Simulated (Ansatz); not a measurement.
`CC1[NH][AlH][O]1`, relaxed with RKS PBE-D4/def2-SVP in the Gaussian-basis code of Ansatz from a rough embedded geometry. The force threshold is 0.03 eV/Å; the program also tests the step.

Total charge 0; spin multiplicity 1.

Start:

```xyz
11

C    -0.820   -0.576    0.995
C     0.427   -0.210    0.330
N     0.355    1.194   -0.103
Al    0.664    0.523   -1.877
O     0.614   -0.950   -0.838
H    -1.025    0.003    1.935
H    -1.714   -0.453    0.331
H    -0.810   -1.695    1.325
H     1.282   -0.417    0.987
H     1.290    1.637    0.112
H    -0.264    0.943   -3.198
```

By how much does the energy fall, and how many steps does the optimiser take? (Best estimate.)

Computed: 1.05 eV, in 11 steps, 2 of them rejected.

Which bonds change most? (Best estimate.)

The calculation gave: N3–Al4 from 1.921 to 1.784 Å; Al4–H11 from 1.668 to 1.582 Å; C1–C2 from 1.460 to 1.524 Å.

Give the relaxed structure. (Best estimate.)

The calculation gave: 
```xyz
11

C    -0.773   -0.568    1.124
C     0.425   -0.288    0.226
N     0.518    1.111   -0.241
Al    0.397    0.492   -1.910
O     0.330   -1.025   -1.005
H    -0.698   -0.001    2.075
H    -1.708   -0.270    0.606
H    -0.827   -1.648    1.365
H     1.363   -0.599    0.754
H     0.583    1.868    0.436
H     0.390    0.928   -3.430
```
